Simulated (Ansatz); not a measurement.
Start from `N[SiH]([SeH])Br` and change one atom or group to get `N[SiH](Br)C=O`.

Ansatz, PBE0-D4/def2-TZVP geometries, multiplicity 1. Each molecule was computed in one conformer, which needn't be the lowest.

Scalar relativity is left out up to krypton.

| property | `N[SiH]([SeH])Br` |
| --- | --- |
| size of the dipole moment (PBE/def2-TZVPP) / D | 1.70 |
| HOMO energy (PBE0/def2-TZVPP) / eV | -7.27 |
| size of the dipole moment (B3LYP/def2-TZVPP) / D | 1.69 |
| LUMO energy (PBE0/def2-TZVPP) / eV | -0.43 |
| HOMO energy (B3LYP/def2-TZVPP) / eV | -7.02 |
| HOMO energy (ωB97M-V/def2-TZVPP) / eV | -9.43 |

Task: What does the change do to each property? (Estimate.)

Result: The calculation gave: 
| property | `N[SiH](Br)C=O` | shift |
| --- | --- | --- |
| size of the dipole moment (PBE/def2-TZVPP) / D | 1.64 | -0.06 |
| HOMO energy (PBE0/def2-TZVPP) / eV | -7.26 | 0.01 |
| size of the dipole moment (B3LYP/def2-TZVPP) / D | 1.74 | 0.05 |
| LUMO energy (PBE0/def2-TZVPP) / eV | -1.86 | -1.43 |
| HOMO energy (B3LYP/def2-TZVPP) / eV | -7.05 | -0.03 |
| HOMO energy (ωB97M-V/def2-TZVPP) / eV | -9.54 | -0.11 |

Dipoles are sizes alone; their direction can turn.

B3LYP here is the variant with VWN-RPA as its local correlation; programs differ in this.

Spin–orbit coupling is left out; it splits and shifts lone-pair levels of the heavy atoms by tenths of an eV.
